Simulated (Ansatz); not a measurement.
C$_{3}$H$_{8}$OSi, SMILES `CO/C=C/[SiH3]` at its PBE0-D4/def2-TZVP geometry, where that method's forces vanish. Charge 0, multiplicity 1.

| atom | x (Å) | y (Å) | z (Å) |
| --- | --- | --- | --- |
| C1 | -1.564 | -1.688 | -0.330 |
| O2 | -0.220 | -1.841 | 0.070 |
| C3 | 0.506 | -0.722 | 0.199 |
| C4 | 0.125 | 0.544 | -0.004 |
| Si5 | 1.309 | 1.935 | 0.238 |
| H6 | -1.985 | -2.691 | -0.379 |
| H7 | -2.123 | -1.089 | 0.395 |
| H8 | -1.629 | -1.213 | -1.314 |
| H9 | 1.516 | -0.976 | 0.510 |
| H10 | -0.895 | 0.753 | -0.314 |
| H11 | 1.502 | 2.720 | -1.013 |
| H12 | 2.623 | 1.379 | 0.662 |
| H13 | 0.834 | 2.889 | 1.279 |

Task: For each bond, give half the difference of the two atoms' forces along it (eV/Å; positive pushes the atoms apart) under PBE-D4, r2SCAN-D4, B3LYP-D4, ωB97M-V in def2-TZVPP. (Estimate.)

Result: Ansatz gave: 
```
   bond  length (Å)  PBE-D4  r2SCAN-D4  B3LYP-D4  ωB97M-V
  C1–O2       1.410    0.28       0.29      0.26     0.21
  C1–H6       1.088    0.06      -0.08     -0.13    -0.10
  C1–H7       1.095    0.07      -0.07     -0.08    -0.10
  C1–H8       1.095    0.07      -0.07     -0.08    -0.10
  O2–C3       1.340    0.27       0.18      0.23     0.25
  C3–C4       1.337    0.29       0.15      0.03    -0.10
  C3–H9       1.086   -0.03      -0.12     -0.19    -0.12
 C4–Si5       1.844   -0.15      -0.07      0.09     0.15
 C4–H10       1.086    0.04      -0.06     -0.10    -0.07
Si5–H11       1.489    0.07      -0.02     -0.08    -0.13
Si5–H12       1.488    0.09      -0.02     -0.07    -0.11
Si5–H13       1.489    0.07      -0.02     -0.08    -0.13
```

B3LYP here is the variant with VWN-RPA as its local correlation; programs differ in this.
